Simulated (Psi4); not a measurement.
CH8Si2, singlet, at a GFN2-xTB geometry; MP2/cc-pVDZ run with Psi4 1.11.

The Psi4 input:
```
memory 2 GB

molecule mol {
0 1
Si    1.468642    0.528057    0.075411
Si   -0.451468   -0.735164   -0.161107
C    -2.000194    0.324208    0.148495
H     2.683665   -0.272308   -0.097516
H     1.555907    1.621109   -0.898862
H     1.577239    1.158068    1.395639
H    -0.505769   -1.870123    0.774015
H    -0.586066   -1.321562   -1.504098
H    -2.059930    1.149461   -0.556089
H    -1.993382    0.748704    1.148851
H    -2.910935   -0.259090    0.046834
}

set {
  basis cc-pvdz
  reference rhf
  freeze_core true
}

energy('mp2')
print_variables()
```

Q: Write the output that Psi4 gives for this input, abridged.

A: 
```
    SCF Algorithm Type (re)set to DF.

   => Loading Basis Set <=

    Name: CC-PVDZ
    Role: ORBITAL
    Keyword: BASIS

         ---------------------------------------------------------
                                   SCF
               by Justin Turney, Rob Parrish, Andy Simmonett
                          and Daniel G. A. Smith
                              RHF Reference
         ---------------------------------------------------------

  ==> Geometry <==

    Molecular point group: c1
    Full point group: C1

    Geometry (in Angstrom), charge = 0, multiplicity = 1:

       Center              X                  Y                   Z               Mass
    ------------   -----------------  -----------------  -----------------  -----------------
         SI           1.439723511870     0.540448991143     0.079415140110    27.976926534650
         SI          -0.480386488130    -0.722772008857    -0.157102859890    27.976926534650
         C           -2.029112488130     0.336599991143     0.152499140110    12.000000000000
         H            2.654746511870    -0.259916008857    -0.093511859890     1.007825032230
         H            1.526988511870     1.633500991143    -0.894857859890     1.007825032230
         H            1.548320511870     1.170459991143     1.399643140110     1.007825032230
         H           -0.534687488130    -1.857731008857     0.778019140110     1.007825032230
         H           -0.614984488130    -1.309170008857    -1.500093859890     1.007825032230
         H           -2.088848488130     1.161852991143    -0.552084859890     1.007825032230
         H           -2.022300488130     0.761095991143     1.152855140110     1.007825032230
         H           -2.939853488130    -0.246698008857     0.050838140110     1.007825032230

  Running in c1 symmetry.

  Rotational constants: A =      0.44120  B =      0.10775  C =      0.09339 [cm^-1]
  Rotational constants: A =  13226.86486  B =   3230.25457  C =   2799.85703 [MHz]
  Nuclear repulsion =  150.598192922942104

  Charge       = 0
  Multiplicity = 1
  Electrons    = 42
  Nalpha       = 21
  Nbeta        = 21

  ==> Algorithm <==

  SCF Algorithm Type is DF.
  DIIS enabled.
  MOM disabled.
  Fractional occupation disabled.
  Guess Type is SAD.
  Energy threshold   = 1.00e-08
  Density threshold  = 1.00e-08
  Integral threshold = 1.00e-12

  ==> Primary Basis <==

  Basis Set: CC-PVDZ
    Blend: CC-PVDZ
    Number of shells: 46
    Number of basis functions: 90
    Number of Cartesian functions: 93
    Spherical Harmonics?: true
    Max angular momentum: 2

   => Loading Basis Set <=

    Name: (CC-PVDZ AUX)
    Role: JKFIT
    Keyword: DF_BASIS_SCF

  ==> Integral Setup <==

  SCF_SUBTYPE=INCORE selected. In-core MEM_DF algorithm will be used.
  Using in-core AOs.

  ==> MemDFJK: Density-Fitted J/K Matrices <==

    J tasked:                   Yes
    K tasked:                   Yes
    wK tasked:                   No
    Algorithm:                 Core
    Schwarz Cutoff:           1E-12
    Mask sparsity (%):       1.0370
    Fitting Condition:        1E-10

   => Auxiliary Basis Set <=

  Basis Set: (CC-PVDZ AUX)
    Blend: CC-PVDZ-JKFIT
    Number of shells: 168
    Number of basis functions: 478
    Number of Cartesian functions: 541
    Spherical Harmonics?: true
    Max angular momentum: 3

  Minimum eigenvalue in the overlap matrix is 5.6488343522E-03.
  Reciprocal condition number of the overlap matrix is 1.0967297085E-03.
    Using symmetric orthogonalization.

  ==> Pre-Iterations <==

  SCF Guess: Superposition of Atomic Densities via on-the-fly atomic UHF (no occupation information).

   -------------------------
    Irrep   Nso     Nmo
   -------------------------
     A         90      90
   -------------------------
    Total      90      90
   -------------------------

  ==> Iterations <==

                           Total Energy        Delta E     RMS |[F,P]|

[...]
  Energy and wave function converged.

  ==> Post-Iterations <==

    Orbital Energies [Eh]
    ---------------------

    Doubly Occupied:

[...]
    Virtual:

[...]
    Final Occupation by Irrep:
              A
    DOCC [    21 ]
    NA   [    21 ]
    NB   [    21 ]

  @DF-RHF Final Energy:  -620.38285417210545

   => Energetics <=

    Nuclear Repulsion Energy =            150.5981929229421041
    One-Electron Energy =               -1157.6847133319442946
    Two-Electron Energy =                 386.7036662368968791
    Total Energy =                       -620.3828541721053398

Computation Completed

Properties will be evaluated at   0.000000,   0.000000,   0.000000 [a0]

Properties computed using the SCF density matrix

 Multipole Moments:

 ------------------------------------------------------------------------------------
     Multipole            Electronic (a.u.)      Nuclear  (a.u.)        Total (a.u.)
 ------------------------------------------------------------------------------------

 L = 1.  Multiply by 2.5417464519 to convert [e a0] to [Debye]
 Dipole X            :          2.0490526           -2.2952151           -0.2461625
 Dipole Y            :         -0.9027454            0.9835507            0.0808053
 Dipole Z            :         -0.2896599            0.3178026            0.0281427
 Magnitude           :                                                    0.2606098

 ------------------------------------------------------------------------------------

  //>>>>>>>>>>>>>>>>>>>>>>>>>>>>>>>>>>>//
  //               DFMP2               //
  //<<<<<<<<<<<<<<<<<<<<<<<<<<<<<<<<<<<//

   => Loading Basis Set <=

    Name: (CC-PVDZ AUX)
    Role: RIFIT
    Keyword: DF_BASIS_MP2

	 --------------------------------------------------------
	                          DF-MP2
	      2nd-Order Density-Fitted Moller-Plesset Theory

	        Rob Parrish, Justin Turney, Andy Simmonett,
	           Ed Hohenstein, and C. David Sherrill
	 --------------------------------------------------------

   => Auxiliary Basis Set <=

  Basis Set: (CC-PVDZ AUX)
    Blend: CC-PVDZ-RI
    Number of shells: 114
    Number of basis functions: 320
    Number of Cartesian functions: 366
    Spherical Harmonics?: true
    Max angular momentum: 3

	 --------------------------------------------------------
	                 NBF =    90, NAUX =   320
	 --------------------------------------------------------
	   CLASS    FOCC     OCC    AOCC    AVIR     VIR    FVIR
	   PAIRS      11      21      10      69      69       0
	 --------------------------------------------------------

	-----------------------------------------------------------
	 ==================> DF-MP2 Energies <====================
	-----------------------------------------------------------
	 Reference Energy          =    -620.3828541721054535 [Eh]
	 Singles Energy            =      -0.0000000000000000 [Eh]
	 Same-Spin Energy          =      -0.0635907038616945 [Eh]
	 Opposite-Spin Energy      =      -0.2939979063997834 [Eh]
	 Correlation Energy        =      -0.3575886102614779 [Eh]
	 Total Energy              =    -620.7404427823669266 [Eh]
	-----------------------------------------------------------
	 ================> DF-SCS-MP2 Energies <==================
	-----------------------------------------------------------
	 SCS Same-Spin Scale       =       0.3333333333333333 [-]
	 SCS Opposite-Spin Scale   =       1.2000000000000000 [-]
	 SCS Same-Spin Energy      =      -0.0211969012872315 [Eh]
	 SCS Opposite-Spin Energy  =      -0.3527974876797401 [Eh]
	 SCS Correlation Energy    =      -0.3739943889669716 [Eh]
	 SCS Total Energy          =    -620.7568485610723883 [Eh]
	-----------------------------------------------------------

  Variable Map:
  ----------------------------------------------------------------------------
[...]
  Array Variable Map:
  ----------------------------------------------------------------------------
[...]
[...]
```
